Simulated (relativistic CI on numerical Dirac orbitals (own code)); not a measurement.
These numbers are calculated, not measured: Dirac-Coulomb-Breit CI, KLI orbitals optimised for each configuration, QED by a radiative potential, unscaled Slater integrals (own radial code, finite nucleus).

The strongest absorption lines from the ground level of an ion, among the configurations computed and to levels below about 2850 eV (vacuum wavelength in Å, gf): 4.3478 (0.18), 4.6502 (0.14), 14.776 (1.5), 14.839 (0.37), 15.747 (0.37), 27.066 (0.4), 27.496 (1.1), 27.989 (0.6).

(1) Which ion is it?
A. Re LVII
B. Hg LXIV
C. Hg LXII
D. Th LXXII

Answers

(1) C. Hg LXII has 19 electrons and the ground level 3s²3p⁶3d ²D3/2; the strongest line goes to 3s²3p⁵3d² ²D°3/2. The pattern of lines fixes the number of electrons, and along that sequence the line energies rise steadily with the charge (about as its square where n changes within one kind of shell, about linearly where n is kept but much faster in heavy ions where fine structure, which grows about as Z⁴, sets the gap, and irregularly where shells cross), which fixes Z. Configurations outside the model, such as inner-shell arrays, can give stronger lines. At this charge energies of transitions that change n are usually good to better than 1 %, and those within a shell (Δn = 0) to a few per cent.

LS names give the leading component of a level, which can be under half, so a name can repeat, a term be missing and a line seem to break the LS rules.
